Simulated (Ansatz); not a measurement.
Geometry optimisation, Ansatz 0.2.0, RKS CAM-B3LYP-D4/6-31G.

Input file:

```yaml
crystal:
  periodic: [false, false, false]
  atoms:
    - { symbol: "N", position_ang: [0.055, -2.3465, -1.0787] }
    - { symbol: Si, position_ang: [-0.1382, -1.5557, 0.5301] }
    - { symbol: O, position_ang: [1.3203, -0.7999, 0.9382] }
    - { symbol: F, position_ang: [-0.3971, -2.7493, 1.6559] }
    - { symbol: O, position_ang: [-1.4174, -0.411, 0.5339] }
    - { symbol: Al, position_ang: [-0.9914, 0.9381, -0.6537] }
    - { symbol: Si, position_ang: [0.3206, 2.7736, 0.0539] }
    - { symbol: H, position_ang: [-0.8592, -2.7725, -1.2834] }
    - { symbol: H, position_ang: [0.7439, -3.0245, -0.9762] }
    - { symbol: H, position_ang: [1.1843, -0.3817, 1.8567] }
    - { symbol: H, position_ang: [-1.4596, 0.7958, -2.1553] }
    - { symbol: H, position_ang: [1.6042, 2.303, 0.5846] }
    - { symbol: H, position_ang: [0.4728, 3.6983, -1.1058] }
    - { symbol: H, position_ang: [-0.451, 3.5031, 1.1288] }
basis:
  gaussian: { orbitals: "6-31G" }
hamiltonian:
  xc: cam_b3lyp
  dispersion: d4
relax:
  f_tol: 0.015
  max_steps: 40
```

Command:

```bash
$ ansatz run input.yaml --threads 2 --pin off --max-ram 3072MiB --backend cpu --events-out ev --progress --plain --runs-dir out
```

Question: Where does it end, and by what steps?

Answer: The run converged. The force dipped under the threshold on the way, but the program's further checks kept it going. Limits of this set-up: no polarisation functions. After 27 steps the energy has fallen by 1.481 eV; O5 moved furthest, 1.28 Å. Parted: Si2–Al6.

| step | energy less start (eV) | largest force component (eV/Å) | accepted |
| --- | --- | --- | --- |
| 0 | 0.0000 | 2.613 | yes |
| 1 | -0.6506 | 1.194 | yes |
| 2 | -0.9524 | 1.974 | yes |
| 3 | -1.1690 | 0.836 | yes |
| 4 | -1.3114 | 0.370 | yes |
| 5 | -1.3720 | 0.413 | yes |
| 6 | -1.4036 | 0.568 | yes |
| 7 | -1.4563 | 0.262 | yes |
| 8 | -1.4605 | 0.164 | yes |
| 9 | -1.4627 | 0.331 | yes |
| 10 | -1.4755 | 0.091 | yes |
| 11 | -1.4773 | 0.014 | yes |
| 12 | -1.4776 | 0.153 | yes |
| 13 | -1.4768 | 0.179 | no |
| 14 | -1.4789 | 0.009 | yes |
| 15 | -1.4792 | 0.018 | yes |
| 16 | -1.4794 | 0.042 | yes |
| 17 | -1.4797 | 0.041 | yes |
| 18 | -1.4799 | 0.044 | yes |
| 19 | -1.4802 | 0.050 | yes |
| 20 | -1.4804 | 0.052 | yes |
| 21 | -1.4805 | 0.046 | yes |
| 22 | -1.4806 | 0.034 | yes |
| 23 | -1.4807 | 0.019 | yes |
| 24 | -1.4807 | 0.029 | yes |
| 25 | -1.4808 | 0.032 | yes |
| 26 | -1.4808 | 0.021 | yes |
| 27 | -1.4808 | 0.014 | yes |

```xyz
14
Properties=species:S:1:pos:R:3
N -0.050 -3.004 -0.671
Si 0.059 -1.704 0.434
O 1.635 -1.716 1.024
F -0.918 -1.856 1.795
O -0.428 -0.295 -0.276
Al -0.875 1.217 -0.943
Si 0.019 3.247 0.080
H -0.703 -3.015 -1.435
H 0.534 -3.820 -0.588
H 1.946 -1.358 1.864
H -1.864 1.153 -2.196
H 1.416 3.053 0.593
H 0.043 4.388 -0.896
H -0.828 3.680 1.243
```

Whether the end is a true minimum wasn't checked by a vibrational analysis.

Time of the run: 2.1 min on 2 threads of Arm Neoverse V2, with other jobs on the host, peak memory 0.3 GiB.
